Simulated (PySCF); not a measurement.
How methods differ on the excitation energy of Pd²⁺

Pd²⁺ [Kr] 4d8 (3F) → Pd²⁺ [Kr] 4d7 5p1 (high-spin determinant), as a difference of total energies. All numbers are calculated (PySCF 2.14, scalar relativity through the core potential, in aug-cc-pwCVTZ-PP with ECP28MDF). Correlated levels: valence: 4s2 4p6 frozen; valence and next inner shell: nothing frozen outside the core potential. The calculations carry no spin-orbit coupling.

```json
{"method": "UHF", "excitation energy (eV)": "12.263"}
{"method": "LDA", "excitation energy (eV)": "12.836"}
{"method": "PBE", "excitation energy (eV)": "12.753"}
{"method": "PBE0", "excitation energy (eV)": "12.876"}
{"method": "r2SCAN", "excitation energy (eV)": "12.801"}
{"method": "M06", "excitation energy (eV)": "13.075"}
{"method": "B3LYP", "excitation energy (eV)": "12.869"}
{"method": "B97-3", "excitation energy (eV)": "13.217"}
{"method": "MP2 (valence)", "excitation energy (eV)": "13.303"}
{"method": "SCS-MP2 (valence)", "excitation energy (eV)": "13.579"}
{"method": "MP2 (valence and next inner shell)", "excitation energy (eV)": "13.067"}
{"method": "SCS-MP2 (valence and next inner shell)", "excitation energy (eV)": "13.195"}
```

**Question.** How much does correlation contribute at MP2 (valence and next inner shell)?

**Answer.** 13.067 − (12.263) = 0.804 eV, measured against UHF.

The determinant of the upper state mixes LS terms, which raises its energy above the lowest term, most at the Hartree-Fock and MP2 levels.
